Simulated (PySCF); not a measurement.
C₂H₆N₂Si₂.
Numbering: `[N:1]#[C:2]/[CH:3]=[N:4]\[SiH2:5][SiH3:6]` (hydrogens: H7 on C3; H8, H9 on Si5; H10, H11, H12 on Si6)

A GFN2-xTB structure with every atom displaced at random (by about 0.01 Å) was refined with PySCF, PBE0-D3(BJ)/def2-SVP geometry optimisation, gas phase. Values at the start:

```csv
coordinate,start
N1≡C2,1.139 Å
C2–C3,1.417 Å
C3=N4,1.215 Å
C3–H7,1.117 Å
N4–Si5,1.744 Å
Si5–Si6,2.328 Å
Si5–H8,1.451 Å
Si5–H9,1.443 Å
Si6–H10,1.476 Å
N1–C2–C3,178.5°
C2–C3–N4,126.5°
C3–N4–Si5,135.5°
N4–Si5–Si6,102.2°
C2–C3–N4–Si5,-10°
```

Problem. How do these coordinates change at the PBE0-D3(BJ)/def2-SVP level?

Solution. 
```tsv
coordinate	PBE0-D3(BJ)/def2-SVP (Å or °)	change
Si5–H9	1.498	+0.055
C3=N4	1.264	+0.049
Si5–H8	1.490	+0.039
C2–C3	1.455	+0.038
N4–Si5	1.766	+0.022
N1≡C2	1.159	+0.020
Si5–Si6	2.346	+0.018
Si6–H10	1.493	+0.017
C3–H7	1.105	-0.012
C3–N4–Si5	129.9	-5.6
N4–Si5–Si6	104.7	+2.5
C2–C3–N4	125.1	-1.4
N1–C2–C3	179.1	+0.6
C2–C3–N4–Si5	-2	+8
```

The energy falls by 0.304 eV over 9 energy and gradient evaluations, the largest force component goes from 0.0616 to 4.3e-04 Eh/bohr, and the atoms move by 0.147 Å rms after alignment. The bond that changes most is Si5–H9 (SiH2 silicon to Si–H hydrogen), which lengthens by 0.055 Å. Bonds longer at the end by more than 0.005 Å: 10 of 11; shorter: 1. Rotational constants go from 4517, 1094, 1054 to 4115, 1133, 1058 MHz.

The run used 122 basis functions and 68 SCF cycles in all. On an Arm Neoverse V1 with one thread, shared host with 64 logical CPUs at a one-minute load of 22, this took 54 s wall and 0.52 GiB of memory at its peak.

Whether it is a minimum is left open (no frequencies). The numbers are those of one conformer.

Conformer computed: `[N:1]#[C:2]/[CH:3]=[N:4]\[SiH2:5][SiH3:6]`: C3–N4–Si5–Si6 -104°.
